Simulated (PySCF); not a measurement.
Zn(Et)(NH2) (C₂H₇NZn), SMILES C[CH2][Zn][NH2].

Coordinates come from a B3LYP-D3(BJ)/def2-SVP optimisation. The structure was generated by enumeration; whether it is a known compound was not checked. One conformer was computed; it need not be the lowest.

Two levels are set side by side: PBE/def2-TZVP (PySCF) and M06-2X/def2-TZVP (PySCF). Same geometry, gas phase. Differences are taken from unrounded values.

```csv
quantity,M06-2X
orbital gap (eV),8.38
highest occupied level (eV),-7.94
lowest empty level (eV),0.44
dipole moment (D),1.14
mean polarisability (bohr³),56.6
```

What does PBE give, and how far is it from M06-2X? (An estimate is asked for; the answer gives what the named calculation found.)


| quantity | PBE | PBE minus M06-2X |
|---|---|---|
| orbital gap (eV) | 4.49 | -3.89 |
| highest occupied level (eV) | -5.27 | 2.67 |
| lowest empty level (eV) | -0.78 | -1.22 |
| dipole moment (D) | 0.94 | -0.19 |
| mean polarisability (bohr³) | 62.0 | 5.3 |

Without exact exchange PBE keeps part of each electron's self-repulsion, which lifts occupied levels and narrows the gap. PBE's more diffuse valence density responds more strongly to a field. Differences between two approximate levels are no errors against the true value.

Rough cost on one machine, each run with all the roots and properties that it gave: M06-2X against PBE about 4 times.
